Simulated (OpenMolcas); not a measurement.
Se+: effect of the active space

```
Program             : OpenMolcas 26.06
Method              : SS-CASPT2 or its RAS form, IPEA 0.25 Eh, imaginary shift 0.1 Eh
Basis               : ANO-RCC-VQZP
Scalar Hamiltonian  : DKH2, point nucleus
Spin-orbit coupling : state interaction with AMFI integrals over the reference wave functions, term energies averaged over their components
```

A. 3 electrons in 3 orbitals (4p); 2S+1 = 4 odd, 1 root; 2S+1 = 2 odd, 8 roots; closed shells correlated: 3d 4s; CASPT2 step about 1.5 core-seconds
B. 5 electrons in 8 orbitals (4s 4p 5s 5p); 2S+1 = 4 odd, 1 root; 2S+1 = 2 odd, 8 roots; 2S+1 = 4 even, 3 roots; 2S+1 = 2 even, 9 roots; closed shells correlated: 3d; CASPT2 step roughly 13 core-seconds
C. 5 electrons in 9 orbitals (RAS2 4s 4p; RAS3 4d, at most 2 electrons); 2S+1 = 4 odd, 1 root; 2S+1 = 2 odd, 8 roots; 2S+1 = 4 even, 3 roots; 2S+1 = 2 even, 8 roots; closed shells correlated: 3d; CASPT2 step of the order of 19 core-seconds

Energies in cm-1 above 4s2 4p3 4S* 3/2, the measured ground level; measured values from NIST Handbook of Basic Atomic Spectroscopic Data.

```json
{"Level": "4s2 4p3 4S* 3/2", "A": "0.0", "B": "0.0", "C": "0.0", "Measured": "0.0"}
{"Level": "4s2 4p3 2D* 3/2", "A": "13810", "B": "14000", "C": "13660", "Measured": "13168"}
{"Level": "4s2 4p3 2D* 5/2", "A": "14260", "B": "14510", "C": "14120", "Measured": "13784"}
{"Level": "4s2 4p3 2P* 1/2", "A": "24270", "B": "23770", "C": "23770", "Measured": "23038"}
{"Level": "4s2 4p3 2P* 3/2", "A": "24890", "B": "24380", "C": "24350", "Measured": "23895"}
```

Deviations, from unrounded energies. A percentage is the sum of absolute deviations over the sum of measured energies, with the sign that they share, or ± where signs differ.

```csv
Against measurement,Levels,A,B,C
mean absolute deviation (cm-1),4,840,690,510
other terms of the ground configuration (%),4,+4.5,+3.7,+2.7
```

C lies closest to measurement on these levels and A furthest from it. The largest miss of C in the table is 4s2 4p3 2P* 1/2, by +740 cm-1. The ranking rests on the paired levels alone, and a cruder setting can come out closer through cancelling errors.

Among A to C the level of the table that moves most is 4s2 4p3 2P* 3/2, by 540 cm-1 (lowest in C, highest in A). Moves below CASPT2's spread within the term are not significant.

CASPT2 does not keep the components of a term degenerate, so their means are used; among the terms shown or strongly mixed into the levels shown the widest spread is 190 cm-1 (4s2 4p3 2D*, A). Over all roots computed the reference weight is 0.84 to 0.96 in B; the roots of lowest weight are the least certain, and an intruder state may touch them. With the s shell closed, the reference lacks s² → p² mixing (holds for A). Active for correlation alone: 5p 5s; no level in the range computed is led by a configuration that fills them, so any true level of that kind is missing (holds for B). The run also gave levels led by 4s2 4p2 4d, which use shells meant for correlation; these and all levels above them are left out (holds for C). Computed and measured levels are paired by configuration, term and J; levels that our copy of the source lacks, or whose pairing is in doubt (as where it misses far off the trend of its configuration), stay unpaired and out of the deviations. Only configurations of the active space appear. The table leaves out levels that lie high or whose names do not pair safely across all columns.

* marks odd parity.
